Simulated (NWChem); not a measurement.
System: C2H3BFNO; SMILES N#CCB(O)F

```xyz
9

N      0.2817     2.5642     0.0000
C     -0.3342     1.5830     0.0000
C     -0.9917     0.2920     0.0000
B      0.0608    -0.9059     0.0000
O      1.3892    -0.7475     0.0000
F     -0.4238    -2.1396     0.0000
H     -1.6471     0.1957     0.8820
H     -1.6471     0.1957    -0.8820
H      1.6744     0.1749     0.0000
```
Atoms are numbered in this order, from 1.

Program: NWChem. The geometry was optimised at PBE0/def2-SVP. Total energies of different functionals are on different scales.

| level | energy (Ha) | highest occupied level (eV) | orbital gap (eV) | dipole (D) |
|---|---|---|---|---|
| PBE/def2-TZVP | -332.5599 | -8.13 | 7.19 | 1.92 |
| B3LYP/def2-TZVP | -332.9456 | ? | ? | 1.94 |
| PBE0/def2-TZVP | -332.5694 | -9.55 | 9.65 | 1.95 |
| Hartree-Fock/def2-TZVP | -331.1844 | -12.78 | 15.30 | 2.09 |
| LDA (Slater exchange, VWN5)/def2-TZVP | -330.3459 | -8.35 | 7.13 | 1.97 |
| CAM-B3LYP/def2-TZVP | -332.8137 | -11.00 | 11.85 | 1.96 |

Question: Some entries are withheld; supply them.

Answer: 
- B3LYP/def2-TZVP, highest occupied level (eV): -9.32
- B3LYP/def2-TZVP, orbital gap (eV): 9.13
